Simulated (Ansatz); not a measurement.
The pair A = HF (SMILES F) (first 2 atoms), B = H2S (SMILES S); geometry from B3LYP-D3(BJ)/def2-TZVP.
(charge 0, multiplicity 1):
```xyz
5

F      0.0036    -0.1409    -0.3429
H      0.1275    -0.3538     0.5634
S      0.3015    -0.7028     2.7709
H     -1.0086    -0.4989     2.9897
H      0.6103     0.5781     3.0351
```

Correlated levels freeze the cores.

Run with Ansatz (a first-principles code) with Gaussian orbitals. Each number belongs to the level named beside it.

Total energies (hartree), monomers frozen at their geometry in the pair:

```csv
structure,PBE/def2-TZVPPD,B3LYP/def2-TZVPPD,MP2/aug-cc-pV(T+d)Z
AB,-499.6361369,-499.9315110,-499.2606348
A in the pair's basis,-100.3966492,-100.4949536,-100.3408699
B in the pair's basis,-399.2293583,-399.4281015,-398.9116037
A,-100.3966174,-100.4949255,-100.3405716
B,-399.2292710,-399.4280012,-398.9108980
```

Problem. Work out the interaction energy without and with the counterpoise correction, and the superposition error, for each level.

Solution. 
E(AB) − E(A) − E(B), times 627.509 kcal/mol, with the monomers in their own basis and then in the pair's basis:
- PBE/def2-TZVPPD: -6.43 uncorrected, -6.36 corrected; the monomers gain 0.07 kcal/mol from borrowed functions
- B3LYP/def2-TZVPPD: -5.39 uncorrected, -5.31 corrected; the monomers gain 0.08 kcal/mol from borrowed functions
- MP2/aug-cc-pV(T+d)Z: -5.75 uncorrected, -5.12 corrected; the monomers gain 0.63 kcal/mol from borrowed functions
